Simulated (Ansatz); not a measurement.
`[CH3][GeH2][SiH2]Cl` + `[CH3][GeH2][SeH]` → `[CH3][GeH2][Se]C` + `Cl[SiH2][GeH3]`  (substitution at a C–Ge bond)

Isolated molecules relaxed with PBE0-D4/def2-TZVP in Ansatz; ΔE leaves out vibrations. CBS: MP2 limit from def2 TZ/QZ plus the TZ coupled-cluster correction, frozen cores. Functionals use def2-TZVPP. For Ge, Se outer-core shells are correlated without core-valence functions, which leaves a few kJ/mol of doubt a bond. Scalar relativity is left out up to krypton. One conformer a species, not always the lowest.

`[CH3][GeH2][SiH2]Cl`:

```xyz
11

C    -1.088   -0.665   -1.231
Ge   -0.633   -0.280    0.632
Si    1.527    0.714    0.755
Cl    1.569    2.330   -0.536
H    -2.096   -1.076   -1.293
H    -0.387   -1.388   -1.650
H    -1.042    0.251   -1.820
H    -0.642   -1.574    1.470
H    -1.660    0.692    1.243
H     1.858    1.218    2.112
H     2.596   -0.222    0.319
```

`[CH3][GeH2][SeH]`:

```xyz
9

C    -0.500    0.662   -0.960
Ge    0.321    0.216    0.749
Se   -0.065   -2.050    1.300
H    -0.058    0.061   -1.756
H    -1.570    0.458   -0.919
H    -0.343    1.718   -1.188
H    -0.321    0.993    1.911
H     1.838    0.481    0.719
H     0.699   -2.538    0.144
```

`[CH3][GeH2][Se]C`:

Cartesian coordinates in Å:
```
C -0.912 -0.715 -1.442
Ge -1.215 0.502 0.054
Se 0.726 1.730 0.562
C 1.810 0.215 1.160
H -0.127 -1.431 -1.194
H -1.827 -1.266 -1.667
H -0.608 -0.149 -2.322
H -1.633 -0.293 1.309
H -2.288 1.550 -0.285
H 2.758 0.629 1.499
H 1.322 -0.296 1.988
H 1.993 -0.476 0.339
```

`Cl[SiH2][GeH3]`:

```xyz
8

Cl    0.613   -2.414   -0.829
Si   -0.244   -1.047    0.455
Ge    0.176    1.149   -0.353
H    -1.698   -1.335    0.519
H     0.350   -1.255    1.800
H     1.690    1.402   -0.423
H    -0.460    2.185    0.589
H    -0.426    1.315   -1.757
```

| level | ΔE (kcal/mol) | difference from CCSD(T)/CBS |
| --- | --- | --- |
| PBE-D4 | 8.3 | -0.7 |
| PBE0-D4 | 8.8 | -0.2 |
| ωB97X-V | 8.7 | -0.3 |
| PBE | 8.4 | -0.6 |
| PBE0 | 8.9 | -0.1 |
| MP2/def2-TZVPP | 9.2 | 0.2 |
| SCS-MP2/def2-TZVPP | 8.8 | -0.2 |
| SCS-MP2/def2-QZVPP | 8.7 | -0.3 |
| HF/CBS(def2) | 8.8 | -0.2 |
| CCSD/CBS(def2) | 9.2 | 0.2 |
| CCSD(T)/CBS | 9.0 | 0 |

Largest T1 diagnostic among the species: 0.011.
